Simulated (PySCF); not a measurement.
**A small calculation by hand: oscillator strength and radiative lifetime**

SiH₂Cl₂, SMILES [SiH2](Cl)Cl.

Geometry: B3LYP-D3(BJ)/def2-TZVP. The isomer is the one that the SMILES or the coordinates give; other isomers of the formula were not compared.

TDDFT-CAM-B3LYP/def2-SVPD in PySCF puts the first singlet state with f over 0.02 at 8.03 eV (vertical), with the transition dipole (0.404, 0.000, 0.000) in atomic units.

**Question.** Find the oscillator strength, the wavelength and the radiative lifetime that this transition would have in vacuum if emission retraced absorption.

**Answer.** 
|μ|² = 0.1632 au, so |μ| = 1.03 D. ΔE = 8.03/27.211 = 0.2951 hartree. f = (2/3) ΔE |μ|² = 0.032 (the program prints 0.032).
λ = 1239.84/8.03 = 154 nm; ν = 64766 cm⁻¹.
Einstein's coefficient A = 0.6670 ν² f s⁻¹ (ν in cm⁻¹) = 9.0e7 s⁻¹, so τ = 1/A = 11 ns. This state is S3; the lower singlets have f = 0.015, 0.000. The figure is the radiative limit of this one transition; relaxation, internal conversion, crossing to triplets and a medium change what is measured.
